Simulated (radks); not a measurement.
Task: Species: Ni III. Configuration: [Ar] 3d8. Method: scalar-relativistic Kohn-Sham, PBE, spin-polarised, spherical densities, finite nucleus; open shells are filled with parallel spins first; Fermi nuclear charge, rms radius 3.7757 fm; computed with a radial shooting solver on a logarithmic mesh with Libxc functionals. Some entries of the table are withheld. Estimate them.

orbital  occ.  eigenvalue (Ry)  r(max) (bohr)  <1/r> (bohr^-1)
1s down     1        -605.0316        0.03540            28.09
1s up       1        -605.0313        0.03540            28.09
2s up       1        -73.61620         0.2046            6.068
2s down     1        -73.53469         0.2045            6.073
2p up       3        -63.52951         0.1648            5.955
2p down     3        -63.46825         0.1648            5.960
3s up       1         -9.68352         0.6396            1.918
3s down     1         -9.51622         0.6401            1.913
3p up       3         -6.76809         0.6472            1.771
3p down     3         -6.60403         0.6480            1.765
3d up       5         -2.15221         0.6292            1.394
3d down     3         -2.00122         0.6331            1.373
4s up       0              (1)          2.012           0.5582
4s down     0              (2)          2.040           0.5484
4p up       0              (3)          2.409           0.4580
4p down     0              (4)          2.450           0.4486

Result: 
(1) 4s up eigenvalue (Ry): -1.61205
(2) 4s down eigenvalue (Ry): -1.56545
(3) 4p up eigenvalue (Ry): -1.11875
(4) 4p down eigenvalue (Ry): -1.08578
